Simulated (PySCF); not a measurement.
C4H7BF2, SMILES CB(F)/C=C(/C)F. Atoms are numbered in the order given.

```xyz
14

C      2.6094    -0.8433     0.6552
B      1.3231    -0.1082     0.1295
F      1.5119     1.0163    -0.5747
C     -0.1184    -0.6168     0.3841
C     -1.2630    -0.0428    -0.0313
C     -2.6627    -0.5038     0.1958
F     -1.2375     1.0906    -0.7460
H      3.2040    -0.1566     1.2843
H      2.4038    -1.7559     1.2336
H      3.2620    -1.1093    -0.1959
H     -0.2558    -1.5372     0.9595
H     -2.6900    -1.4321     0.7798
H     -3.2341     0.2768     0.7255
H     -3.1661    -0.6672    -0.7718
```
Charge 0, spin multiplicity 1.

Geometry: B3LYP-D3(BJ)/def2-SVP. The structure was generated by enumeration; whether it is a known compound was not checked. Other conformers were not sampled.

Two levels are set side by side: PBE/pcSseg-1 (PySCF) and PBE0/pcSseg-1 (PySCF). GIAO shifts against BF3 (¹¹B), CFCl3 (¹⁹F), TMS (¹H), TMS (¹³C) at the same level; non-relativistic, no solvent, atoms listed together averaged. Differences are taken from unrounded values.

```
quantity             PBE0
------------------  -----
δ(¹³C) of C1 (ppm)    8.3
δ(¹¹B) of B2 (ppm)   37.9
δ(¹⁹F) of F3 (ppm)  -40.8
δ(¹³C) of C4 (ppm)  109.6
δ(¹³C) of C5 (ppm)  187.7
δ(¹³C) of C6 (ppm)   25.5
δ(¹⁹F) of F7 (ppm)  -52.9
δ(¹H) of H11 (ppm)   5.16
```

Problem. What does PBE give, and how far is it from PBE0? (Estimate from the structure and the level; the computed values follow.)

Solution. 
| quantity | PBE | PBE minus PBE0 |
|---|---|---|
| δ(¹³C) of C1 (ppm) | 8.2 | -0.1 |
| δ(¹¹B) of B2 (ppm) | 38.0 | 0.1 |
| δ(¹⁹F) of F3 (ppm) | -48.8 | -8.0 |
| δ(¹³C) of C4 (ppm) | 109.2 | -0.4 |
| δ(¹³C) of C5 (ppm) | 186.1 | -1.6 |
| δ(¹³C) of C6 (ppm) | 25.9 | 0.4 |
| δ(¹⁹F) of F7 (ppm) | -60.0 | -7.1 |
| δ(¹H) of H11 (ppm) | 5.19 | 0.04 |

Rough cost on one machine, each run with all the roots and properties that it gave: PBE0 against PBE within a factor of 2.
